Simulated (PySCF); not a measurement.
Two-component Hartree-Fock for Co (cobalt, neutral)

Start: [Ar] 3d7 4s2; 3d3/2 filled at m_j = -3/2, -1/2, +1/2, +3/2; 3d5/2 filled at m_j = +1/2, +3/2, +5/2. Calculated with PySCF 2.14 in x2c-TZVPall-2c with one added diffuse shell each of s, p, d type (7s8p5d1f, 63 functions): generalised Hartree-Fock with the X2C-1e Hamiltonian and a Gaussian nucleus; one run each with spin-orbit coupling (SO) switched off, then screened by Boettger's factors.

```csv
spinor shell,electrons,"ε, spin-free (eV)","ε, screened SO (eV)",weight of nominal j (screened SO),"rms radius, screened SO (bohr)"
1s1/2,2,-7776.6,-7776.4,1.000,0.0649
2s1/2,2,-965.13,-965.07,1.000,0.276
2p1/2,2,-822.70,-833.30,0.995,0.247
2p3/2,4,-822.70,-817.47,0.998,0.249
3s1/2,2,-125.78,-125.75,1.000,0.831
3p3/2,4,-82.363,-81.205,0.818,0.892
3p1/2,2,-82.363,-84.672,0.637,0.888
3d5/2,3,-18.036,-19.230,0.785,1.15
3d3/2,4,-18.036,-17.144,0.702,1.19
4s1/2,2,-7.416,-7.415,1.000,3.37
```

```tsv
quantity	spin-free	screened SO
E (hartree)	-1391.85119	-1391.88040
M_J	9/2	9/2
⟨J²⟩	24.764	24.764
⟨L²⟩	12.004	12.020
⟨S²⟩	3.761	3.755
```

Each row is a mean over spinors that exchange with the open shell spreads, by up to 13.969 eV (3p3/2).

Rows whose weight is well below 1 are mixtures of j = l ± 1/2: exchange outweighs spin-orbit coupling there, and the label is only the starting occupation.

Without spin-orbit coupling the j labels of p, d and f shells carry no meaning; the spin-free column gives the mean over the occupied spinors of each nl shell.
